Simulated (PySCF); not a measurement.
# Computed beside measured shifts: C9H12O3S

System: C9H12O3S (measured compound), SMILES CCOS(=O)(=O)c1ccc(C)cc1.

Atom-mapped SMILES (hydrogens are numbered by the atom that bears them): [CH3:1][CH2:2][O:3][S:4](=[O:5])(=[O:6])[c:7]1[cH:8][cH:9][c:10]([CH3:11])[cH:12][cH:13]1

Computed with GIAO KT3/pcSseg-2, gas phase, PySCF SCF with an in-house response code, fitting set def2-universal-JFIT, grid level 2, non-relativistic, on the PBE0-D3(BJ)/def2-SVP geometry.

One optimised conformer. Values are averaged over the atoms that symmetry or fast rotation interchanges, on this one geometry and without vibrational averaging. Shifts are the reference shielding less the shielding here, at the same level (13C, 1H against isolated TMS; 17O against isolated H2O; 33S against isolated CS2); nuclei without a reference have shieldings only.

Q: What shifts does this level give for C2, C1, H on 2, H on 1, and how do they compare with measurement?

A: 
```
  atom  nucleus  computed / ppm  measured / ppm  computed less measured  measured against                       medium of the measurement
    C2      13C            66.3            66.9                    -0.6               TMS  not stated per compound (mostly CDCl3 or CCl4)
    C1      13C            16.9            14.7                     2.2               TMS  not stated per compound (mostly CDCl3 or CCl4)
H on 2       1H            3.69            4.07                   -0.38               TMS  not stated per compound (mostly CDCl3 or CCl4)
H on 1       1H            1.16             1.3                   -0.14               TMS  not stated per compound (mostly CDCl3 or CCl4)
```

Measured values: Pretsch, Buehlmann, Badertscher, Structure Determination of Organic Compounds, 4th ed..
